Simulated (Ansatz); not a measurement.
Reaction (ligand exchange at the Si–O bond): `O[Si]S` + CH₃SH → `CS[Si]S` + H₂O

Gas-phase electronic energies from Ansatz, PBE0-D4/def2-TZVP geometries. CBS: def2 TZ/QZ extrapolation, frozen cores. Functionals use def2-TZVPP. Each species was taken in one conformer, which may not be the lowest.

(1) Is it downhill or uphill in electronic energy at CCSD(T)/CBS, and by how much? (An estimate is asked.)

(2) What do these levels give: PBE-D4, r2SCAN-D4, r2SCAN, PBE0, HF/def2-TZVPP, HF/def2-QZVPP? (An estimate is asked.)

Largest T1 diagnostic among the species: 0.015.

Answers

(1) Ansatz gave: Uphill: ΔE = +0.14 eV.

(2) Ansatz gave: PBE-D4 0.04, r2SCAN-D4 0.12, r2SCAN 0.13, PBE0 0.12, HF/def2-TZVPP 0.43, HF/def2-QZVPP 0.44 eV.

In def2-TZVPP, CCSD(T) changes the Hartree–Fock value by −0.23 eV (the triples alone add −0.06 eV) and MP2 by −0.30 eV. The D4 term adds −0.10 eV with B3LYP and −0.05 eV with PBE0; it sums over pairs of atoms, weighted by their polarisabilities, and B3LYP, whose exchange is more repulsive, gets the larger term.

B3LYP here is the variant with VWN-RPA as its local correlation; programs differ in this.
